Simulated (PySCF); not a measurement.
PySCF input file for bromine monochloride (BrCl), SMILES ClBr, ADC(2)/aug-cc-pVDZ. Geometry optimised at PBE0-D3(BJ)/def2-TZVP.

```python
import numpy as np
from pyscf import gto, scf, dft, adc

mol = gto.M(
    atom='''
    Cl    0.00000000    0.00000000   -1.43554340
    Br    0.00000000    0.00000000    0.69726394
    ''',
    basis='aug-cc-pVDZ',
    charge=0,
    spin=0,
    max_memory=1600,
    verbose=4,
)
mf = scf.RHF(mol)
mf.conv_tol = 1e-10
mf.max_cycle = 100
mf.kernel()
res = {}
for kind, nroots in (('ee', 6), ('ip', 6), ('ea', 2)):
    a = adc.ADC(mf).density_fit('aug-cc-pvdz-ri')
    a.method, a.method_type = 'adc(2)', kind
    e, v, p, x = a.kernel(nroots=nroots)
    res[kind] = (e * 27.211386245988, p)
for kind, (e, p) in res.items():
    print(kind, 'energies / eV', np.round(e, 3), 'strengths', np.round(p, 4))
```

Log of the run:

```
PySCF version 2.14.0

[INPUT] verbose = 4
[INPUT] num. atoms = 2
[INPUT] num. electrons = 52
[INPUT] charge = 0
[INPUT] spin (= nelec alpha-beta = 2S) = 0
[INPUT] symmetry False subgroup None
[INPUT] Mole.unit = angstrom
[INPUT] Symbol           X                Y                Z      unit          X                Y                Z       unit  Magmom
[INPUT]  1 Cl     0.000000000000   0.000000000000  -1.435543400000 AA    0.000000000000   0.000000000000  -2.712783865927 Bohr   0.0
[INPUT]  2 Br     0.000000000000   0.000000000000   0.697263940000 AA    0.000000000000   0.000000000000   1.317637883135 Bohr   0.0

nuclear repulsion = 147.627230360807
number of shells = 17
number of NR pGTOs = 136
number of NR cGTOs = 63
basis = aug-cc-pVDZ
ecp = {}


[settings echo left out]
init E= -3030.90387456144
  HOMO = -0.339858800495599  LUMO = -0.128071065652673  gap/eV = 5.76304
cycle= 1 E= -3031.85030053302  delta_E= -0.946  |g|=  0.2  |ddm|=  1.3
  HOMO = -0.443844686022256  LUMO = -0.0185742875069512  gap/eV = 11.57220
cycle= 2 E= -3031.86243054034  delta_E= -0.0121  |g|= 0.0797  |ddm|= 0.237
  HOMO = -0.42332177522935  LUMO = 0.00166600847581355  gap/eV = 11.56451
cycle= 3 E= -3031.86418851796  delta_E= -0.00176  |g|= 0.0141  |ddm|= 0.0624
  HOMO = -0.423439085333974  LUMO = 0.00401949399133161  gap/eV = 11.63174
cycle= 4 E= -3031.8643144784  delta_E= -0.000126  |g|= 0.00255  |ddm|= 0.0195
  HOMO = -0.423867406675372  LUMO = 0.00382129841385526  gap/eV = 11.63800
cycle= 5 E= -3031.86431849117  delta_E= -4.01e-06  |g|= 0.000814  |ddm|= 0.00356
  HOMO = -0.423926007961155  LUMO = 0.00382769062658395  gap/eV = 11.63977
cycle= 6 E= -3031.86431874176  delta_E= -2.51e-07  |g|= 0.000147  |ddm|= 0.000925
  HOMO = -0.423923615356285  LUMO = 0.00382516443204262  gap/eV = 11.63964
cycle= 7 E= -3031.8643187542  delta_E= -1.24e-08  |g|= 3.11e-05  |ddm|= 0.000234
  HOMO = -0.423929942959365  LUMO = 0.00381886028703793  gap/eV = 11.63964
cycle= 8 E= -3031.86431875488  delta_E= -6.77e-10  |g|= 9.82e-06  |ddm|= 6.06e-05
  HOMO = -0.423930047697399  LUMO = 0.00381888120597851  gap/eV = 11.63964
cycle= 9 E= -3031.86431875498  delta_E= -9.96e-11  |g|= 2.79e-06  |ddm|= 2.45e-05
  HOMO = -0.423930139479506  LUMO = 0.0038188644800321  gap/eV = 11.63964
Extra cycle  E= -3031.86431875499  delta_E= -8.64e-12  |g|= 1.38e-06  |ddm|= 4.15e-06
converged SCF energy = -3031.86431875499

******** <class 'pyscf.adc.radc.RADC'> ********
******** ADC Orbital Information ********
Number of Frozen Occupied Orbitals: 0
Number of Frozen Virtual Orbitals: 0
Number of Active Occupied Orbitals: 26
Number of Active Virtual Orbitals: 37
*****************************************
******** <class 'pyscf.df.df.DF'> ********
auxbasis = aug-cc-pvdz-ri
Reference correlation energy (doubles): -0.30168089
MP2 correlation energy of reference state (a.u.) = -0.30168089

******** <class 'pyscf.adc.radc_ee.RADCEE'> ********
max_space = 12
max_cycle = 50
conv_tol = 1e-08

*************************************************************
        ADC calculation summary (singlet states only)
*************************************************************
adc(2) root 0  |  Energy (Eh) =   0.1287490721  |  Energy (eV) =   3.50344070  |  Osc. strength = 0.00134619  |  conv = True
adc(2) root 1  |  Energy (Eh) =   0.1287490721  |  Energy (eV) =   3.50344070  |  Osc. strength = 0.00134619  |  conv = True
adc(2) root 2  |  Energy (Eh) =   0.2289035991  |  Energy (eV) =   6.22878420  |  Osc. strength = 0.00039972  |  conv = True
adc(2) root 3  |  Energy (Eh) =   0.2289035991  |  Energy (eV) =   6.22878420  |  Osc. strength = 0.00039972  |  conv = True
adc(2) root 4  |  Energy (Eh) =   0.3039092020  |  Energy (eV) =   8.26979061  |  Osc. strength = 0.01596636  |  conv = True
adc(2) root 5  |  Energy (Eh) =   0.3039092020  |  Energy (eV) =   8.26979061  |  Osc. strength = 0.01596636  |  conv = True

******** <class 'pyscf.adc.radc.RADC'> ********
******** ADC Orbital Information ********
Number of Frozen Occupied Orbitals: 0
Number of Frozen Virtual Orbitals: 0
Number of Active Occupied Orbitals: 26
Number of Active Virtual Orbitals: 37
*****************************************
******** <class 'pyscf.df.df.DF'> ********
auxbasis = aug-cc-pvdz-ri
Reference correlation energy (doubles): -0.30168089
MP2 correlation energy of reference state (a.u.) = -0.30168089

******** <class 'pyscf.adc.radc_ip.RADCIP'> ********
max_space = 12
max_cycle = 50
conv_tol = 1e-08

*************************************************************
        ADC calculation summary (doublet states only)
*************************************************************
adc(2) root 0  |  Energy (Eh) =   0.3833570472  |  Energy (eV) =  10.43167659  |  Spec. factor = 1.81801120  |  conv = True
adc(2) root 1  |  Energy (Eh) =   0.3833570474  |  Energy (eV) =  10.43167660  |  Spec. factor = 1.81801120  |  conv = True
adc(2) root 2  |  Energy (Eh) =   0.4795937871  |  Energy (eV) =  13.05041167  |  Spec. factor = 1.76704856  |  conv = True
adc(2) root 3  |  Energy (Eh) =   0.4795937883  |  Energy (eV) =  13.05041171  |  Spec. factor = 1.76704857  |  conv = True
adc(2) root 4  |  Energy (Eh) =   0.5474869440  |  Energy (eV) =  14.89787857  |  Spec. factor = 1.81509581  |  conv = True
adc(2) root 5  |  Energy (Eh) =   0.8350472720  |  Energy (eV) =  22.72279366  |  Spec. factor = 0.90961228  |  conv = True

******** <class 'pyscf.adc.radc.RADC'> ********
******** ADC Orbital Information ********
Number of Frozen Occupied Orbitals: 0
Number of Frozen Virtual Orbitals: 0
Number of Active Occupied Orbitals: 26
Number of Active Virtual Orbitals: 37
*****************************************
******** <class 'pyscf.df.df.DF'> ********
auxbasis = aug-cc-pvdz-ri
Reference correlation energy (doubles): -0.30168089
MP2 correlation energy of reference state (a.u.) = -0.30168089

******** <class 'pyscf.adc.radc_ea.RADCEA'> ********
max_space = 12
max_cycle = 50
conv_tol = 1e-08

*************************************************************
        ADC calculation summary (doublet states only)
*************************************************************
adc(2) root 0  |  Energy (Eh) =  -0.0380217658  |  Energy (eV) =  -1.03462495  |  Spec. factor = 1.86044212  |  conv = True
adc(2) root 1  |  Energy (Eh) =   0.0909404995  |  Energy (eV) =   2.47461704  |  Spec. factor = 1.95023049  |  conv = True
ee energies / eV [3.503 3.503 6.229 6.229 8.27  8.27 ] strengths [0.0013 0.0013 0.0004 0.0004 0.016  0.016 ]
ip energies / eV [10.432 10.432 13.05  13.05  14.898 22.723] strengths [1.818  1.818  1.767  1.767  1.8151 0.9096]
ea energies / eV [-1.035  2.475] strengths [1.8604 1.9502]
```

The calculation finished and met its thresholds.

Cost: around 90 core-seconds (rough).
